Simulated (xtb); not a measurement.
xtb job for C3H2N3, SMILES n1cn[c]nc1, multiplicity 2, GFN2-xTB. 

```
$ xtb mol.xyz --gfn 2 --sp --chrg 0 --uhf 1 --json
$ cat mol.xyz
8

C     -0.00000000    -0.00000000    -1.28721264
N     -1.16371960     0.11606908    -0.74254343
C     -1.12118238    -0.06574720     0.58654764
N      0.00000000     0.00000000     1.26508765
C      1.12118239     0.06574720     0.58654764
N      1.16371960    -0.11606907    -0.74254343
H     -2.04758586    -0.24576033     1.11234933
H      2.04758586     0.24576034     1.11234933
```

It prints:

```
[banner left out]
          |                Calculation Setup                |
           -------------------------------------------------



           -------------------------------------------------
          |                 G F N 2 - x T B                 |
           -------------------------------------------------

        Reference                      10.1021/acs.jctc.8b01176
      * Hamiltonian:
        H0-scaling (s, p, d)           1.850000    2.230000    2.230000
        zeta-weighting                 0.500000
      * Dispersion:
        s8                             2.700000
        a1                             0.520000
        a2                             5.000000
        s9                             5.000000
      * Repulsion:
        kExp                           1.500000    1.000000
        rExp                           1.000000
      * Coulomb:
        alpha                          2.000000
        third order                    shell-resolved
        anisotropic                    true
        a3                             3.000000
        a5                             4.000000
        cn-shift                       1.200000
        cn-exp                         4.000000
        max-rad                        5.000000


          ...................................................
          :                      SETUP                      :
          :.................................................:
          :  # basis functions                  26          :
          :  # atomic orbitals                  26          :
          :  # shells                           14          :
          :  # electrons                        29          :
          :  max. iterations                   250          :
          :  Hamiltonian                  GFN2-xTB          :
          :  restarted?                      false          :
          :  GBSA solvation                  false          :
          :  PC potential                    false          :
          :  electronic temp.          300.0000000     K    :
          :  accuracy                    1.0000000          :
          :  -> integral cutoff          0.2500000E+02      :
          :  -> integral neglect         0.1000000E-07      :
          :  -> SCF convergence          0.1000000E-05 Eh   :
          :  -> wf. convergence          0.1000000E-03 e    :
          :  Broyden damping             0.4000000          :
          :  net charge                          0          :
          :  unpaired electrons                  1          :
          ...................................................

 iter      E             dE          RMSdq      gap      omega  full diag
   1    -16.2549999 -0.162550E+02  0.585E+00    1.75       0.0  T
   2    -16.2648125 -0.981257E-02  0.445E+00    1.02       1.0  T
   3    -16.3073004 -0.424879E-01  0.272E+00    1.67       1.0  T
   4    -16.3020463  0.525410E-02  0.147E+00    1.06       1.0  T
   5    -16.3249255 -0.228793E-01  0.251E-01    1.33       1.0  T
   6    -16.3252031 -0.277617E-03  0.774E-02    1.29       1.0  T
   7    -16.3252175 -0.143075E-04  0.354E-02    1.30       1.0  T
   8    -16.3252268 -0.930903E-05  0.421E-03    1.29       8.4  T
   9    -16.3252268 -0.559514E-07  0.128E-03    1.29      27.7  T
  10    -16.3252268 -0.353904E-09  0.774E-04    1.29      45.7  T
  11    -16.3252268 -0.329412E-08  0.319E-05    1.29    1109.9  T

   *** convergence criteria satisfied after 11 iterations ***

         #    Occupation            Energy/Eh            Energy/eV
      -------------------------------------------------------------
         1        2.0000           -0.7228703             -19.6703
       ...           ...                  ...                  ...
         9        2.0000           -0.5196974             -14.1417
        10        2.0000           -0.5008153             -13.6279
        11        2.0000           -0.4948699             -13.4661
        12        2.0000           -0.4797227             -13.0539
        13        2.0000           -0.4407325             -11.9929
        14        2.0000           -0.4095639             -11.1448
        15        1.0000           -0.3489149              -9.4945 (HOMO)
        16                         -0.3014057              -8.2017 (LUMO)
        17                         -0.2826243              -7.6906
        18                         -0.1660386              -4.5181
        19                          0.0982474               2.6734
        20                          0.1361695               3.7054
       ...                                ...                  ...
        26                          0.6207120              16.8904
      -------------------------------------------------------------
                  HL-Gap            0.0475092 Eh            1.2928 eV
             Fermi-level           -0.3521998 Eh           -9.5838 eV

 SCC (total)                   0 d,  0 h,  0 min,  0.007 sec
 SCC setup                      ...        0 min,  0.000 sec (  2.548%)
 Dispersion                     ...        0 min,  0.000 sec (  1.430%)
 classical contributions        ...        0 min,  0.000 sec (  0.578%)
 integral evaluation            ...        0 min,  0.001 sec ( 14.062%)
 iterations                     ...        0 min,  0.003 sec ( 49.800%)
 molecular gradient             ...        0 min,  0.002 sec ( 27.012%)
 printout                       ...        0 min,  0.000 sec (  4.336%)

         :::::::::::::::::::::::::::::::::::::::::::::::::::::
         ::                     SUMMARY                     ::
         :::::::::::::::::::::::::::::::::::::::::::::::::::::
         :: total energy             -16.103021042700 Eh    ::
         :: gradient norm              0.000561761893 Eh/a0 ::
         :: HOMO-LUMO gap              1.292791508769 eV    ::
         ::.................................................::
         :: SCC energy               -16.325225988077 Eh    ::
         :: -> isotropic ES            0.018811860255 Eh    ::
         :: -> anisotropic ES          0.003641812236 Eh    ::
         :: -> anisotropic XC          0.019012690689 Eh    ::
         :: -> dispersion             -0.005280143968 Eh    ::
         :: repulsion energy           0.222204945378 Eh    ::
         :: add. restraining           0.000000000000 Eh    ::
         :: total charge              -0.000000000000 e     ::
         :::::::::::::::::::::::::::::::::::::::::::::::::::::

           -------------------------------------------------
          |                Property Printout                |
           -------------------------------------------------

    * Orbital Energies and Occupations

         #    Occupation            Energy/Eh            Energy/eV
      -------------------------------------------------------------
         1        2.0000           -0.7228703             -19.6703
       ...           ...                  ...                  ...
         3        2.0000           -0.6771214             -18.4254
         4        2.0000           -0.6394711             -17.4009
         5        2.0000           -0.6294167             -17.1273
         6        2.0000           -0.5782840             -15.7359
         7        2.0000           -0.5754831             -15.6597
         8        2.0000           -0.5667817             -15.4229
         9        2.0000           -0.5196974             -14.1417
        10        2.0000           -0.5008153             -13.6279
        11        2.0000           -0.4948699             -13.4661
        12        2.0000           -0.4797227             -13.0539
        13        2.0000           -0.4407325             -11.9929
        14        2.0000           -0.4095639             -11.1448
        15        1.0000           -0.3489149              -9.4945 (HOMO)
        16                         -0.3014057              -8.2017 (LUMO)
        17                         -0.2826243              -7.6906
        18                         -0.1660386              -4.5181
        19                          0.0982474               2.6734
        20                          0.1361695               3.7054
        21                          0.2494115               6.7868
        22                          0.2507562               6.8234
        23                          0.3036884               8.2638
        24                          0.4043595              11.0032
        25                          0.4371327              11.8950
        26                          0.6207120              16.8904
      -------------------------------------------------------------
                  HL-Gap            0.0475092 Eh            1.2928 eV
             Fermi-level           -0.3521998 Eh           -9.5838 eV

     #   Z          covCN         q      C6AA      α(0)
     1   6 C        2.143     0.121    27.797     8.523
     2   7 N        1.834    -0.194    26.036     7.562
     3   6 C        3.001     0.161    24.522     8.123
     4   7 N        1.837    -0.202    26.215     7.588
     5   6 C        3.001     0.161    24.522     8.123
     6   7 N        1.834    -0.194    26.036     7.562
     7   1 H        0.926     0.074     2.039     2.233
     8   1 H        0.926     0.074     2.039     2.233

 Mol. C6AA /au·bohr⁶  :       1110.214369
 Mol. C8AA /au·bohr⁸  :      26682.860581
 Mol. α(0) /au        :         51.945960


Wiberg/Mayer (AO) data.
largest (>0.10) Wiberg bond orders for each atom

 ---------------------------------------------------------------------------
     #   Z sym  total        # sym  WBO       # sym  WBO       # sym  WBO
 ---------------------------------------------------------------------------
     1   6 C    3.565 --     6 N    1.600     2 N    1.600     4 N    0.169
     2   7 N    3.156 --     1 C    1.600     3 C    1.323     5 C    0.111
     3   6 C    3.949 --     4 N    1.459     2 N    1.323     7 H    0.948
                             6 N    0.111
     4   7 N    3.211 --     3 C    1.459     5 C    1.459     1 C    0.169
     5   6 C    3.949 --     4 N    1.459     6 N    1.323     8 H    0.948
                             2 N    0.111
     6   7 N    3.156 --     1 C    1.600     5 C    1.323     3 C    0.111
     7   1 H    0.994 --     3 C    0.948
     8   1 H    0.994 --     5 C    0.948
 ---------------------------------------------------------------------------

Topologies differ in total number of bonds
Writing topology from bond orders to xtbtopo.mol

molecular dipole:
                 x           y           z       tot (Debye)
 q only:        0.000      -0.000       0.436
   full:        0.000      -0.000       0.541       1.376
molecular quadrupole (traceless):
                xx          xy          yy          xz          yz          zz
 q only:        1.851       0.808      -0.798       0.000       0.000      -1.054
  q+dip:        2.475       1.590       0.125       0.000       0.000      -2.600
   full:        0.774       1.546       2.390      -0.000       0.000      -3.165


           -------------------------------------------------
          | TOTAL ENERGY              -16.103021042700 Eh   |
          | GRADIENT NORM               0.000561761893 Eh/α |
          | HOMO-LUMO GAP               1.292791508769 eV   |
           -------------------------------------------------

------------------------------------------------------------------------
------------------------------------------------------------------------
 total:
 SCF:
Note: The following floating-point exceptions are signalling: IEEE_UNDERFLOW_FLAG IEEE_DENORMAL
normal termination of xtb
```

The run converged.
